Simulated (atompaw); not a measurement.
PBEsol PAW (atompaw) dataset for Cr (Z = 24), scalar-relativistic all-electron reference.

```
Element                 : Cr
Generator               : atompaw 4.2.0.5
Type                    : PAW
Functional              : PBEsol
Relativity              : scalar-relativistic
Frozen core             : [Ar]
Valence charge          : 6
Reference configuration : 3d3 4s0 4p0 (charge +3)
Partial waves           : 4s (bound, empty): rc 2.90 bohr; 4s channel at 0.5 Ry: rc 2.00 bohr; 4p (bound, empty): rc 2.90 bohr; 4p channel at 2.15 Ry: rc 2.90 bohr; 3d (bound): rc 0.95 bohr; 3d channel at -2.45 Ry: rc 0.95 bohr
Local potential         : troulliermartins scheme with l = 3 at -0.5 Ry, radius 1.95 bohr
Core correction         : smooth core density matched at 2.80 bohr
Augmentation charge     : sinc compensation charge, radius 2.25 bohr; PAW radius 2.90 bohr; waves and projectors: custom rrkj gramschmidtortho
```

Q: Does the generator finish with these settings?

A: Yes, a potential is produced.

Q: Estimate the cutoffs (Ry, on a coarse ladder) from which the occupation-weighted sum of valence levels, in a spherical-Bessel basis at the reference potential, stays within 10 and 1 mRy of its value at 400 Ry.

A: 110 Ry and 180 Ry.

Q: What does a ghost test show?

A: Ghost state, extra bound levels that the all-electron valence spectrum of the same l lacks: s at -117.0 eV. A true bound ghost makes a file unfit for plane-wave use.

Q: Is the overlap operator S = 1 + Σ q|β⟩⟨β| positive definite (Bessel basis up to 400 Ry)?

A: Yes: its lowest eigenvalue is 0.09 (s channel).
